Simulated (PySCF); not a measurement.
CH6MgOSi, SMILES C[O][Mg][SiH3]. Atoms are numbered in the order given.

```xyz
10

Mg     0.0000     0.0000    -0.0289
O      0.0000     0.0000    -1.8066
C      0.0000     0.0000    -3.1869
H     -0.9300    -0.4385    -3.6041
H      0.0853     1.0246    -3.6041
H      0.8447    -0.5862    -3.6041
Si     0.0000     0.0000     2.5304
H      0.9820    -0.9774     3.1027
H     -1.3375    -0.3618     3.1027
H      0.3554     1.3392     3.1027
```
Charge 0, spin multiplicity 1.

Geometry: B3LYP-D3(BJ)/def2-SVP. The values are those of a single conformer.

Two levels are set side by side: PBE/pcSseg-1 (PySCF) and HF/pcSseg-1 (PySCF). GIAO shifts against H2O (¹⁷O), TMS (²⁹Si), TMS (¹H), TMS (¹³C) at the same level; non-relativistic, no solvent, atoms listed together averaged. Differences are taken from unrounded values.

```
quantity                       PBE
--------------------------  ------
δ(¹⁷O) of O2 (ppm)             4.6
δ(¹³C) of C3 (ppm)            61.8
δ(¹H) of H4, H5, H6 (ppm)     4.58
δ(²⁹Si) of Si7 (ppm)        -156.1
δ(¹H) of H8, H9, H10 (ppm)    3.24
```

**Question.** These are the PBE values. What does HF give? (An estimate is asked for; the answer gives what the named calculation found.)

**Answer.** 
| quantity | HF | PBE minus HF |
|---|---|---|
| δ(¹⁷O) of O2 (ppm) | -43.9 | 48.5 |
| δ(¹³C) of C3 (ppm) | 52.1 | 9.7 |
| δ(¹H) of H4, H5, H6 (ppm) | 3.81 | 0.76 |
| δ(²⁹Si) of Si7 (ppm) | -130.5 | -25.5 |
| δ(¹H) of H8, H9, H10 (ppm) | 3.13 | 0.11 |

Rough cost on one machine, each run with all the roots and properties that it gave: HF against PBE within a factor of 2.
